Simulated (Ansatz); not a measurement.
One change: `CBO[SiH2]C` becomes `C[SiH2]O[SiH2]F`.

Ansatz, PBE0-D4/def2-TZVP geometries, multiplicity 1. Each molecule was computed in one conformer, which needn't be the lowest.

| property | `CBO[SiH2]C` |
| --- | --- |
| HOMO energy (ωB97M-V/def2-TZVPP) / eV | -10.52 |
| LUMO energy (ωB97M-V/def2-TZVPP) / eV | 1.88 |
| HOMO–LUMO gap (B3LYP/def2-TZVPP) / eV | 7.77 |
| LUMO energy (B3LYP/def2-TZVPP) / eV | -0.19 |
| HOMO energy (PBE0/def2-TZVPP) / eV | -8.15 |
| HOMO energy (B3LYP/def2-TZVPP) / eV | -7.96 |

(1) What does the change do to each property? (Best estimate.)

Results:

(1) Ansatz gave: 
| property | `C[SiH2]O[SiH2]F` | shift |
| --- | --- | --- |
| HOMO energy (ωB97M-V/def2-TZVPP) / eV | -11.05 | -0.53 |
| LUMO energy (ωB97M-V/def2-TZVPP) / eV | 2.08 | 0.20 |
| HOMO–LUMO gap (B3LYP/def2-TZVPP) / eV | 8.75 | 0.98 |
| LUMO energy (B3LYP/def2-TZVPP) / eV | 0.18 | 0.37 |
| HOMO energy (PBE0/def2-TZVPP) / eV | -8.76 | -0.61 |
| HOMO energy (B3LYP/def2-TZVPP) / eV | -8.57 | -0.61 |

With PBE0 the HOMO falls by 0.61 eV and the LUMO rises by 0.34 eV, so the gap widens by about 0.95 eV. PBE moves the HOMO by -0.65 eV and ωB97M-V by -0.53 eV. The zero-point energy changes by -75.1 kJ/mol with -6 modes.

Positive LUMOs are unbound, so they and the gaps depend on the basis.

B3LYP here is the variant with VWN-RPA as its local correlation; programs differ in this.
